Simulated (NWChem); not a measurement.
System: TeBr$_{2}$; SMILES Br[Te]Br

Input file for NWChem:

```
start job
memory heap 200 mb stack 900 mb global 1100 mb
geometry units angstroms noautoz
  Te     0.000000     0.000000     0.910826
  Br    -1.931145     0.000000    -0.683357
  Br     1.931145     0.000000    -0.683357
end
basis spherical
  * library def2-svp
end
ecp
  Te library def2-ecp
end
dft
  xc xpbe96 cpbe96
  iterations 150
  mulliken
end
task dft energy
```

Parts of the log:

```
             Northwest Computational Chemistry Package (NWChem) 7.3.0
             --------------------------------------------------------

 C2V symmetry detected

                             Geometry "geometry" -> ""
                             -------------------------

 Output coordinates in angstroms (scale by  1.889725989 to convert to a.u.)

  No.       Tag          Charge          X              Y              Z
 ---- ---------------- ---------- -------------- -------------- --------------
    1 Te                  52.0000     0.00000000     0.00000000     0.91469516
    2 Br                  35.0000    -1.93114500     0.00000000    -0.67948784
    3 Br                  35.0000     1.93114500     0.00000000    -0.67948784

 Effective nuclear repulsion energy (a.u.)     937.0456389384

      Symmetry information
      --------------------

 Group name             C2v
 Group number             16
 Group order               4
 No. of unique centers     2

 Summary of "ao basis" -> "ao basis" (spherical)
 ------------------------------------------------------------------------------
       Tag                 Description            Shells   Functions and Types
 ---------------- ------------------------------  ------  ---------------------
 Te                         def2-svp                10       26   4s4p2d
 Br                         def2-svp                12       32   5s4p3d

      Symmetry analysis of basis
      --------------------------

        a1         34
        a2         12
        b1         28
        b2         16

            General Information
            -------------------
          SCF calculation type: DFT
          Wavefunction type:  closed shell.
          No. of atoms     :     3
          No. of electrons :    94
           Alpha electrons :    47
            Beta electrons :    47
          Charge           :     0
          Spin multiplicity:     1
          Use of symmetry is: on ; symmetry adaption is: on
          Maximum number of iterations: 150
          AO basis - number of functions:    90
                     number of shells:    34
          Convergence on energy requested:  1.00D-06
          Convergence on density requested:  1.00D-05
          Convergence on gradient requested:  5.00D-04

              XC Information
              --------------
          PerdewBurkeErnzerhof Exchange Functional  1.000
            Perdew 1991 LDA Correlation Functional  1.000 local
           PerdewBurkeErnz. Correlation Functional  1.000 non-local

             Grid Information
             ----------------
          Grid used for XC integration:  medium
          Radial quadrature: Mura-Knowles
          Angular quadrature: Lebedev.
          Tag              B.-S. Rad. Rad. Pts. Rad. Cut. Ang. Pts.
          ---              ---------- --------- --------- ---------
          Te                  1.40      123           8.0       590
          Br                  1.15      112          10.0       590
          Grid pruning is: on
          Number of quadrature shells:   235
          Spatial weights used:  Erf1

      Superposition of Atomic Density Guess
      -------------------------------------

 Sum of atomic energies:       -5455.39533545

      Non-variational initial energy
      ------------------------------

 Total energy =   -5411.359749
 1-e energy   =   -8675.338824
 2-e energy   =    2741.121732
 HOMO         =      -0.206756
 LUMO         =      -0.070668

      Symmetry analysis of molecular orbitals - initial
      -------------------------------------------------

  Numbering of irreducible representations:

     1 a1          2 a2          3 b1          4 b2

  Orbital symmetries:

     1 b1          2 a1          3 b1          4 a1          5 b1
     6 a1          7 b1          8 b2          9 a2         10 a1
    11 b1         12 a1         13 a1         14 b1         15 a1
    16 b2         17 a2         18 b1         19 a1         20 b1
    21 a1         22 b2         23 a1         24 b1         25 a1
    26 b2         27 a2         28 b1         29 a1         30 b2
    31 a2         32 b1         33 b1         34 a1         35 a1
    36 a2         37 b2         38 a1         39 b1         40 a1
    41 b1         42 a1         43 b2         44 a2         45 b1
    46 a1         47 b2         48 a1         49 b1         50 a1
    51 b1         52 a1         53 a1         54 a2         55 b2
    56 b2         57 a1

     ---------------------------------------------
      Total Density - Mulliken Population Analysis
     ---------------------------------------------

    Atom       Charge   Shell Charges
 -----------   ------   -------------------------------------------------------
    1 Te  24    23.31   1.77  0.27  1.23  0.63  2.91  3.12  1.64  1.65  9.85  0.24
    2 Br  35    35.34   2.00  2.00  2.00  1.37  0.59  6.00  5.99  2.31  3.07  8.23  1.73  0.06
    3 Br  35    35.34   2.00  2.00  2.00  1.37  0.59  6.00  5.99  2.31  3.07  8.23  1.73  0.06

   convergence    iter        energy       DeltaE   RMS-Dens  Diis-err
 ---------------- ----- ----------------- --------- --------- ---------
 d= 0,ls=0.0,diis     1  -5414.9016187316 -5.94D+03  2.01D-02  6.10D-01
 d= 0,ls=0.0,diis     2  -5414.7715933802  1.30D-01  1.54D-02  1.22D+00
 d= 0,ls=0.0,diis     3  -5414.9421988142 -1.71D-01  5.51D-03  1.34D-01
 d= 0,ls=0.0,diis     4  -5414.9663430759 -2.41D-02  1.38D-03  1.03D-02
 d= 0,ls=0.0,diis     5  -5414.9682208503 -1.88D-03  2.37D-04  7.21D-04
  Resetting Diis
 d= 0,ls=0.0,diis     6  -5414.9683152973 -9.44D-05  5.12D-05  1.20D-05
 d= 0,ls=0.0,diis     7  -5414.9683177289 -2.43D-06  1.89D-05  3.54D-07
 d= 0,ls=0.0,diis     8  -5414.9683176444  8.45D-08  1.33D-05  7.96D-07
 d= 0,ls=0.0,diis     9  -5414.9683177828 -1.38D-07  3.04D-06  9.10D-08

[...]
```

Level: PBE/def2-SVP with def2 effective core potentials on Te. The geometry was optimised at PBE0/def2-SVP. def2 effective core potentials on Te; no spin-orbit coupling.
